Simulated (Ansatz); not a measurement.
Start from `F[SiH](F)S[SiH](Cl)Cl` and change one atom or group to get `[SiH3]S[SiH](Cl)Cl`.

Ansatz, PBE0-D4/def2-TZVP geometries, multiplicity 1. Each molecule was computed in one conformer, which needn't be the lowest.

| property | `F[SiH](F)S[SiH](Cl)Cl` |
| --- | --- |
| size of the dipole moment (B3LYP/def2-TZVPP) / D | 0.98 |
| HOMO energy (ωB97M-V/def2-TZVPP) / eV | -10.68 |
| LUMO energy (B3LYP/def2-TZVPP) / eV | -0.92 |
| HOMO–LUMO gap (PBE/def2-TZVPP) / eV | 5.58 |
| LUMO energy (PBE0/def2-TZVPP) / eV | -0.75 |
| HOMO–LUMO gap (ωB97M-V/def2-TZVPP) / eV | 11.90 |

Task: What does the change do to each property? (Best estimate.)

Result: Computed: 
```json
{"property": "size of the dipole moment (B3LYP/def2-TZVPP) / D", "`[SiH3]S[SiH](Cl)Cl`": "0.78", "shift": "-0.20"}
{"property": "HOMO energy (ωB97M-V/def2-TZVPP) / eV", "`[SiH3]S[SiH](Cl)Cl`": "-10.13", "shift": "0.55"}
{"property": "LUMO energy (B3LYP/def2-TZVPP) / eV", "`[SiH3]S[SiH](Cl)Cl`": "-0.57", "shift": "0.35"}
{"property": "HOMO–LUMO gap (PBE/def2-TZVPP) / eV", "`[SiH3]S[SiH](Cl)Cl`": "5.47", "shift": "-0.11"}
{"property": "LUMO energy (PBE0/def2-TZVPP) / eV", "`[SiH3]S[SiH](Cl)Cl`": "-0.37", "shift": "0.38"}
{"property": "HOMO–LUMO gap (ωB97M-V/def2-TZVPP) / eV", "`[SiH3]S[SiH](Cl)Cl`": "11.62", "shift": "-0.28"}
```

With PBE0 the HOMO rises by 0.54 eV and the LUMO rises by 0.38 eV, so the gap narrows by about 0.16 eV. PBE moves the HOMO by 0.48 eV and ωB97M-V by 0.55 eV. Dipoles are sizes alone; their direction can turn.

Positive LUMOs are unbound, so they and the gaps depend on the basis.

B3LYP here is the variant with VWN-RPA as its local correlation; programs differ in this.
